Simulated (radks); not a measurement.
Spherical quantum dot in the effective-mass picture: electrons in a well V = -V0 / (1 + exp((r - R)/a)) with V0 = 5.34, R = 6.79, a = 0.34, all in effective atomic units (hartree* = m*/eps^2 hartree, bohr* = eps/m* bohr), one dielectric constant everywhere. Calculated with a radial shooting solver with Libxc functionals: non-relativistic Kohn-Sham, PBEsol, spin-polarised, spherical densities. Levels are named by radial order and angular momentum (1s, 1p, 1d, 2s, ...), and open shells are averaged over m. Each electron was tried in the lowest free levels, single moves between levels near the top were tried too, and the lowest total energy was kept; such a search can miss a lower state. At N = 1 the Hartree and exchange-correlation terms need not cancel, so that row can carry a self-interaction error.

N,open shells,2S,addition energy mu(N+1) - mu(N) (hartree*),e(HOMO) (hartree*),rms radius (bohr*)
1,"1s(up 1, down 0)",1,0.2328,-5.1252,3.487
2,none,0,0.2822,-4.8944,3.744
3,"1p(up 1, down 0)",1,0.1840,-4.6137,4.009
4,"1p(up 2, down 0)",2,0.1869,-4.4274,4.164
5,"1p(up 3, down 0)",3,0.2310,-4.2402,4.276
6,"1p(up 3, down 1)",2,0.1770,-4.0151,4.370
7,"1p(up 3, down 2)",1,0.1800,-3.8360,4.445
8,none,0,0.2905,-3.6554,4.509
9,"1d(up 1, down 0)",1,0.1757,-3.3675,4.580
10,"1d(up 2, down 0)",2,0.1761,-3.1915,4.639
11,"1d(up 3, down 0)",3,0.1761,-3.0154,4.692
12,"1d(up 4, down 0)",4,0.1759,-2.8394,4.738
13,"1d(up 5, down 0)",5,0.2174,-2.6636,4.779
14,"1d(up 5, down 1)",4,0.1713,-2.4486,4.818
15,"1d(up 5, down 2)",3,0.1718,-2.2770,4.853
16,"1d(up 5, down 3)",2,0.1720,-2.1050,4.886
17,"1d(up 5, down 4)",1,0.1720,-1.9330,4.916
18,none,0,0.3026,-1.7611,4.944
19,"1f(up 1, down 0)",1,0.1692,-1.4599,4.975
20,"1f(up 2, down 0)",2,0.1691,-1.2907,5.003
21,"1f(up 3, down 0)",3,0.1690,-1.1216,5.029
22,"1f(up 4, down 0)",4,0.1689,-0.95269,5.054
23,"1f(up 5, down 0)",5,0.1687,-0.78390,5.078
24,"1f(up 6, down 0)",6,0.1685,-0.61530,5.100
25,"1f(up 7, down 0)",7,-,-0.44693,5.121

All shells are closed at N = 2, 8, 18 (there: 1s2 1p6 1d10); the second difference of the energy has clear peaks (12 % above both neighbours; the first and last values, which can be the largest, are not judged, and half-filled shells can peak too) at N = 2, 5, 8, 13, 18.
